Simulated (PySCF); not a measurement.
**SiCl₃ → SiCl + Cl₂**

Level: PBE0 in the def2-SVP basis family, all electrons, no relativity, computed in PySCF with density fitting; open shells unrestricted.

| species | state and structure | ZPE (kJ/mol) | H(298 K) − H(0) (kJ/mol) | S° (J/(mol K)) |
| --- | --- | --- | --- | --- |
| SiCl₃ | doublet, C3v, Si–Cl 2.060 Å (×3); Cl–Si–Cl 109.2° (×3) | 13.4 | 16.0 | 319.8 |
| SiCl | doublet, C∞v, Si–Cl 2.085 Å | 3.2 | 9.2 | 232.8 |
| Cl₂ | singlet, D∞h, Cl–Cl 2.025 Å | 3.2 | 9.2 | 223.2 |

Question: Is the gas-phase reaction uphill or downhill in electronic energy at this level, and by how much?

Answer: At PBE0/def2-SVP, ΔE = 487.3 kJ/mol, uphill. 

Question: Add zero-point, thermal and entropy terms for 298.15 K and 1 bar.

Answer: ΔZPE = -7.0 and Δ[H(298) − H(0)] = 2.4 kJ/mol give ΔH° = 482.7 kJ/mol. ΔS° = 136.2 J/(mol K), so ΔG° = 482.7 − 298.15 × (0.1362) = 442 kJ/mol.

The entropy of SiCl lacks the orbital degeneracy of a ²Π state, up to R ln 2. Each species is the lowest minimum found with this bonding; other isomers or fragments can lie lower.
